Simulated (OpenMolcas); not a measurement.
**Multiconfigurational calculation on V V**

Input:

```
&GATEWAY
Coord
1

V 0.0 0.0 0.0
Basis=ANO-R3
Group=XYZ
NoMove
AngMom=0.0 0.0 0.0
AMFI
&SEWARD
* reference wave functions (RASSCF and RASSI steps not shown): 1 electron in 5 orbitals (3d)
>>> COPY JOB001 $Project.JobIph
&CASPT2
Multistate=5 1 2 3 4 5
Frozen=2 3
IPEA=0.25
Imaginary=0.1
MaxIter=60
WThr=0.0 0.3 0.05
PrWF=0.5
NoMix
```

Launched by
```bash
OMP_NUM_THREADS=1 MOLCAS_MEM=1689 MOLCAS_PROJECT=a pymolcas a.inp > a.log  # once for each step of the input, in one work folder
```

Output, cut to the results:

```
--- CASPT2 ---
Orbital specifications:
      -----------------------

      Symmetry species                           1   2
                                                ag  au
      Frozen orbitals                            2   3
      Inactive orbitals                          1   3
      Active orbitals                            5   0
      Secondary orbitals                        42  41
      Deleted orbitals                           0   0
      Number of basis functions                 50  47
Type of calculation                        MS-CASPT2
      Fock operator                              state-specific
      IPEA shift                                 0.25
      Real shift                                 0.00
      Imaginary shift                            0.10
      The input orbitals will be transformed to quasi-canonical
Reference energy:        -944.7200715422
      E2 (Non-variational):      -0.3085643752
      Shift correction:          -0.0000712805
      E2 (Variational):          -0.3086356557
      Total energy:            -945.0287071978
      Residual norm:              0.0000000408
      Reference weight:           0.95972
      Contributions to the CASPT2 correlation energy
      Active & Virtual Only:          0.0000000000
      One Inactive Excited:          -0.0667665964
      Two Inactive Excited:          -0.2417977788
Reference energy:        -944.7200715422
      E2 (Non-variational):      -0.3085181521
      Shift correction:          -0.0000711869
      E2 (Variational):          -0.3085893390
      Total energy:            -945.0286608812
      Residual norm:              0.0000000398
      Reference weight:           0.95975
      Contributions to the CASPT2 correlation energy
      Active & Virtual Only:          0.0000000000
      One Inactive Excited:          -0.0667181648
      Two Inactive Excited:          -0.2417999873
::    CASPT2 Root  1     Total energy:   -945.02870720
::    CASPT2 Root  2     Total energy:   -945.02866088
::    CASPT2 Root  3     Total energy:   -945.02870371
::    CASPT2 Root  4     Total energy:   -945.02862659
::    CASPT2 Root  5     Total energy:   -945.02863387
::    MS-CASPT2 Root  1     Total energy:   -945.02871408
::    MS-CASPT2 Root  2     Total energy:   -945.02870001
::    MS-CASPT2 Root  3     Total energy:   -945.02866884
::    MS-CASPT2 Root  4     Total energy:   -945.02862873
::    MS-CASPT2 Root  5     Total energy:   -945.02862060
```

Levels above the lowest, from the spin-orbit matrix with the single-state CASPT2 energies, averaged by term, on its diagonal:

```tsv
Configuration	Term	J	E (cm-1)	Measured (cm-1)	g	Term weight %
3d	2D	3/2	0.0	0.0	0.800	100
3d	2D	5/2	621	625	1.200	100
```

Against the measured value (Sugar and Corliss, J. Phys. Chem. Ref. Data 7, 1191 (1978)): 3d 2D 5/2: computed 621, measured 625 cm-1 (-0.7 %).

Term energies are means over components that CASPT2 splits; among the terms shown or strongly mixed into the levels shown the widest spread is 18 cm-1 (3d 2D). With one active electron, CASPT2 adds the correlation within the correlated inactive shells and between them and that electron, and leaves the splitting within a term as the reference gives it. Computed and measured levels are paired by configuration, term and J; levels that our copy of the source lacks, or whose pairing is in doubt (as where it misses far off the trend of its configuration), stay unpaired and out of the deviations. Only configurations of the active space appear.

The term weight is that of the spin-free term in the level, not the purity of its configuration.
